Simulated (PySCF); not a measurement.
# V: excitation energy

V [Ar] 3d3 4s2 (4F) → V [Ar] 3d5 (6S), as a difference of total energies. Computed with PySCF 2.14 in aug-cc-pVQZ-DK (9s8p6d4f3g2h, 140 functions), with scalar relativity by spin-free X2C-1e. Correlated levels: valence: [Ar] frozen. The calculations carry no spin-orbit coupling.

```tsv
method	excitation energy (cm⁻¹)
UHF	30504
LDA	7899.4
PBE	9861.3
PBE0	14404
r2SCAN	13671
BHandHLYP	23883
PBEsol	8217.6
B97-3	20341
MP2 (valence)	22063
SCS-MP2 (valence)	34309
```

A first-order spin-orbit estimate (lowest level to lowest level, LS coupling) adds 0.049 eV.
